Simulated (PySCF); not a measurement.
I2Zr, SMILES [I][Zr][I], multiplicity 1.

Geometry optimised at B3LYP-D3(BJ)/def2-SVP. A frequency run showed that this geometry is not a minimum. The multiplicity is an assumed one; other spin states were not compared. The def2 effective core potentials stand for the cores of I, Zr; spin–orbit coupling is left out.

Two levels are set side by side: PBE/def2-TZVPD (PySCF) and M06-2X/def2-TZVPD (PySCF). Same geometry, gas phase. Differences are taken from unrounded values.

```
quantity                     M06-2X    PBE  PBE minus M06-2X
---------------------------  ------  -----  ----------------
orbital gap (eV)               3.39   0.07             -3.32
highest occupied level (eV)   -5.86  -4.76              1.10
lowest empty level (eV)       -2.46  -4.69             -2.22
mean polarisability (bohr³)   111.7  151.1              39.4
```

Without exact exchange PBE keeps part of each electron's self-repulsion, which lifts occupied levels and narrows the gap. PBE's more diffuse valence density responds more strongly to a field. Differences between two approximate levels are no errors against the true value.

Rough cost on one machine, each run with all the roots and properties that it gave: M06-2X against PBE within a factor of 2.
